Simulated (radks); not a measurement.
Problem. Te2+, configuration [Kr] 4d10 5s2 5p2. Calculated with a radial shooting solver on a logarithmic mesh with Libxc functionals: non-relativistic Kohn-Sham, TASK exchange with Perdew-Wang LDA correlation, spin-polarised, spherical densities, point nucleus; open shells are filled with parallel spins first (spin-orbit coupling, left out, can overturn this in heavy ions); meta-GGA in the generalised Kohn-Sham scheme; relativity is left out, which matters for an element this heavy. Some entries of the table are withheld. Estimate them.

orbital,occ.,eigenvalue (eV),<r^2> (bohr^2),<1/r> (bohr^-1)
1s up,1,-30469.95,0.001146,51.44
1s down,1,-30469.85,0.001146,51.44
2s up,1,-4598.479,0.01869,11.80
2s down,1,-4598.449,0.01869,11.80
2p up,3,-4314.408,0.01405,11.80
2p down,3,-4314.326,0.01405,11.80
3s up,1,-935.5166,0.1288,4.296
3s down,1,-935.4476,0.1288,4.296
3p up,3,-816.6317,0.1234,4.218
3p down,3,-816.5460,0.1234,4.218
3d up,5,-595.3705,0.1044,4.078
3d down,5,-595.2875,0.1044,4.078
4s up,1,-176.9436,0.7200,1.730
4s down,1,-176.8005,0.7202,1.729
4p up,3,-135.4528,0.7989,1.627
4p down,3,-135.3081,0.7976,1.627
4d up,5,(1),(2),1.378
4d down,5,(3),(4),1.385
5s up,1,-33.4556,4.800,0.6265
5s down,1,-30.5171,4.700,0.6412
5p up,2,-23.5675,6.097,0.5500

Solution. 
(1) 4d up eigenvalue (eV): -64.8950
(2) 4d up <r^2> (bohr^2): 1.093
(3) 4d down eigenvalue (eV): -64.5734
(4) 4d down <r^2> (bohr^2): 1.072
